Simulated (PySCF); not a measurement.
**Stationary points of VOF3**

All numbers come from PySCF, PBE0, basis V def2-SVP, O def2-SVP, F def2-SVP (no relativity, density fitting).

Relaxations began from a few typed shapes. The search is not exhaustive: other isomers or separated fragments can lie lower, and high-lying points may rest on an excited occupation.

Q: Order these stationary points by electronic energy, lowest first, in kJ/mol from the lowest minimum.
A. singlet C2v: V–F 1.731 Å (×2), V–F 1.812 Å, V–O 1.552 Å; F–V–F 84.8° (×2), F–V–F 169.5°, F–V–O 95.2° (×2), F–V–O 180.0°
B. singlet C3v: V–F 1.699 Å (×3), V–O 1.532 Å; F–V–F 110.5° (×3), F–V–O 108.4° (×3)

A: B (0.0), A (347.1).

Q: Which of them are minima?

A: By energy in kJ/mol, 0.0: minimum; 347.1: saddle point, 2 imaginary modes.

Formally V is in oxidation state +5, d0. The polar-tensor charge on V, 2.35, is far below the formal one.

For the lowest minimum: stability towards spin polarisation was not tested.
